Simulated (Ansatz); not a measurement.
Species: CH2Br, charge 0, doublet. CH2Br (SMILES [CH2]Br, doublet).
B3LYP-D3(BJ)/def2-TZVP minimum from Ansatz (a first-principles code):
```
C
H 1 1.0763
H 1 1.0763 2 124.53
Br 1 1.8555 2 117.73 3 180.00
```
Charge 0, spin multiplicity 2.

Hartree-Fock and CCSD correlation energies in hartree (Ansatz). Radicals and triplets start from unrestricted determinants; spin-orbit coupling is neglected. Cores are frozen in correlated methods (noble-gas shells, and filled d and f shells in the p block). No relativity. Spin-orbit terms, left out, reach several kcal/mol for Br and I, and more for heavier atoms.

```json
[
 {"basis": "cc-pVTZ", "X": "3", "E(HF)": "-2611.45837", "E(corr, CCSD)": "-0.33828"},
 {"basis": "cc-pVQZ", "X": "4", "E(HF)": "-2611.46403", "E(corr, CCSD)": "-0.36317"},
 {"basis": "cc-pV5Z", "X": "5", "E(HF)": "-2611.46500", "E(corr, CCSD)": "withheld"}
]
```

Problem. Fit E(corr) = E∞ + A/X³ to X = 3 and 4, predict X = 5, and compare with the run.

Solution. A = (-0.33828 - (-0.36317))/(1/27 - 1/64) = 1.1624; E∞ = -0.36317 - A/64 = -0.38133; at X = 5, E∞ + A/125 = -0.37203. The run gave -0.37161, 0.42 mEh above the prediction. The same form on X = 4 and 5 gives E∞ = -0.38047, 0.87 mEh above the first estimate.
